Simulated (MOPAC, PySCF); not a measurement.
Constitutional and geometric isomers with formula H4OSi2. Isolated molecules, 0 K electronic values unless said otherwise. One relaxed conformer stands for each flexible species; it need not be the lowest. Strings in code marks are SMILES.

Quantity: vertical ionisation energy (energy after one electron is removed minus that of the parent at the parent's geometry), in eV.

Level 1: B3LYP-D3(BJ)/def2-TZVP // PBE0-D4/def2-TZVP (PySCF)
Level 2: PBE-D3(BJ)/def2-TZVP // PBE0-D4/def2-TZVP (PySCF)
Level 3: minus the HOMO energy of PM6 // PBE0-D4/def2-TZVP (MOPAC)
Level 4: minus the HOMO energy of PM7 // PBE0-D4/def2-TZVP (MOPAC)

```tsv
species	level 1	level 2	level 3	level 4
`O[SiH]=[SiH2]` (H–O–Si–Si torsion 29°)	8.00	7.97	7.18	8.03
`O=[SiH][SiH3]`	9.83	9.67	9.26	10.36
```
